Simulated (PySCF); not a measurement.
Calculation: PBE-D3(BJ)/def2-TZVP // PBE0-D3(BJ)/def2-TZVP in PySCF. Gas-phase values, no solvent. One relaxed conformer stands for a flexible species; it need not be the lowest. 

Reference species (SMILES): `[AlH3]` (neutral, multiplicity 1).

| Property | Result |
|---|---|
| HOMO–LUMO gap | 4.77 eV |
| LUMO | -2.53 eV |

Changed species: `[SH][AlH][SH]` (H–S–Al–S torsion 0°, S–Al–S–H torsion 0°) (2 of 3 H replaced by SH; the reference has 0 of 3 H replaced by SH).

Give the shifts of the HOMO–LUMO gap and LUMO.

the HOMO–LUMO gap falls by 0.03 eV, to 4.74 eV; the LUMO rises by 0.75 eV, to -1.78 eV.
